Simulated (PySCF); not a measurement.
C₆H₁₁OS (charge +1).
Z-matrix (Å and degrees, GFN2-xTB geometry), rows numbered from 1:
```
O 
C   1  1.1942
C   2  1.5106  1  120.91
S   3  1.8366  2  105.57  1     3.94
C   4  1.8318  3  100.29  2  -168.23
C   5  1.5199  4  106.49  3    86.55
C   6  1.5237  5  105.65  4    39.40
C   7  1.5219  6  106.62  5   -49.56
H   2  1.0996  1  123.83  3   179.90
H   3  1.0902  2  112.08  1  -117.52
H   3  1.0913  2  110.26  1   120.77
H   5  1.0867  4  109.66  3   -37.82
H   5  1.0895  4  105.72  3  -155.05
H   6  1.0890  5  110.27  4   160.02
H   6  1.0911  5  111.05  4   -80.49
H   7  1.0889  6  111.74  5  -169.86
H   7  1.0904  6  109.96  5    70.14
H   8  1.0874  4  108.06  3     8.02
H   8  1.0875  4  107.39  3   125.13
```

NICS is the negative of the GIAO shielding at a point without a nucleus: at the ring centre (0) and 1 Å above and below it (1); zz is the component along the ring normal. Level: GIAO PBE0/pcSseg-1 (PySCF, non-relativistic, gas phase) on the GFN2-xTB geometry, one conformer.

Ring bond lengths (Å), with Mayer bond orders in brackets: S4–C5 1.832 (0.94), C5–C6 1.520 (1.00), C6–C7 1.524 (1.01), C7–C8 1.522 (1.01), C8–S4 1.834 (0.91).

Task: What do the NICS probes read (ppm)?

Result: 
```
          ring                                             type  NICS(0)  NICS(1), two faces  NICS(1)zz, two faces  rms pucker (Å)  centre to ring atoms, mean (Å)
S4–C5–C6–C7–C8  5-membered ring with S; formal bonds all single     -7.9         -5.0 / -4.9           -6.6 / -4.9            0.20                            1.37
```

Task: What can be read from them?

Result: 
- S4–C5–C6–C7–C8: mean NICS(1)zz -5.8 ppm, shielded. C5, C6, C7, C8 have four or more neighbours, and the NICS criterion for π rings isn't applied.

Task: How shielded are the nuclei of the rings and their hydrogens (means over atoms taken as equivalent)?

Result: 
```csv
atoms,environment,σ isotropic (ppm)
S4,sulfonium sulfur,406.5
C5 (×2),sp3 carbon bound to sulfur,135.7
C6 (×2),ring CH2 carbon,153.6
H12 (×2),methylene hydrogen,28.66
H13 (×2),methylene hydrogen,27.80
H14 (×2),methylene hydrogen,29.18
H15 (×2),methylene hydrogen,29.30
```
